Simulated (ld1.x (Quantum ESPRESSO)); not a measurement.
Logarithmic derivatives: manganese, TM

```json
{
  "Element": "Mn (Z = 25)",
  "Generator": "ld1.x (Quantum ESPRESSO) 7.5",
  "Type": "norm-conserving Troullier–Martins (Kleinman–Bylander form)",
  "Functional": "PBE",
  "Relativity": "scalar-relativistic",
  "Frozen core": "[Ar]",
  "Valence charge": "7",
  "Reference configuration": "3d5 4s2 4p0",
  "Partial waves": "4s (bound): rc 2.60 bohr; 3d (bound): rc 0.85 bohr; 4p (bound, empty): rc 3.00 bohr",
  "Local potential": "the p channel",
  "Core correction": "a·sin(br)/r model core, default radius (core density twice the valence density)"
}
```

The phase is arctan(r·u′/u) with u = r·R(r), unwrapped; energies in Ry, scanned from -2 to 5 Ry. A pole is an energy at which the radial function vanishes at the test radius. The pseudo phase is shifted by a multiple of π to meet the all-electron one at the reference energy, and phase errors are pseudo minus all-electron; the curves can meet again beyond the range given. Levels narrower than the energy grid can be missing from the lists of poles.

Q: For each channel, where are the poles, and over which energies does the pseudopotential scatter like the atom?

A:

```json
{"channel": "s", "radius (bohr)": "3.24", "reference energy (Ry)": "-0.38", "poles, all-electron": "0.47", "poles, pseudo": "-1.29, 0.62", "unbroken range about the reference energy with phases within 0.05 rad": "-0.7 to 0.9", "phase error 1 Ry above the reference energy (rad)": "+0.038"}
{"channel": "p", "radius (bohr)": "3.24", "reference energy (Ry)": "-0.10", "poles, all-electron": "1.20", "poles, pseudo": "1.15", "unbroken range about the reference energy with phases within 0.05 rad": "below 2.1", "phase error 1 Ry above the reference energy (rad)": "-0.007"}
{"channel": "d", "radius (bohr)": "3.24", "reference energy (Ry)": "-0.50", "poles, all-electron": "-0.44, 2.53", "poles, pseudo": "-0.44, 3.31", "unbroken range about the reference energy with phases within 0.05 rad": "below 0.2", "phase error 1 Ry above the reference energy (rad)": "+0.114"}
```

Note: ghost state, extra bound levels that the all-electron valence spectrum of the same l lacks: s at -17.9 eV. A true bound ghost makes a file unfit for plane-wave use.

Phases in the p channel:

| E (Ry) | all-electron | pseudo |
| --- | --- | --- |
| -2.00 | 1.330 | 1.329 |
| -1.52 | 1.284 | 1.283 |
| -1.04 | 1.203 | 1.202 |
| -0.56 | 1.001 | 1.000 |
| -0.08 | 0.069 | 0.069 |
| 0.40 | -1.211 | -1.215 |
| 0.88 | -1.488 | -1.495 |
| 1.36 | -1.603 | -1.616 |
| 1.84 | -1.688 | -1.716 |
| 2.32 | -1.788 | -1.863 |
| 2.80 | -1.981 | -2.356 |
| 3.28 | -2.735 | -4.051 |
| 3.76 | -4.128 | -4.479 |
| 4.24 | -4.460 | -4.604 |
| 4.72 | -4.575 | -4.668 |
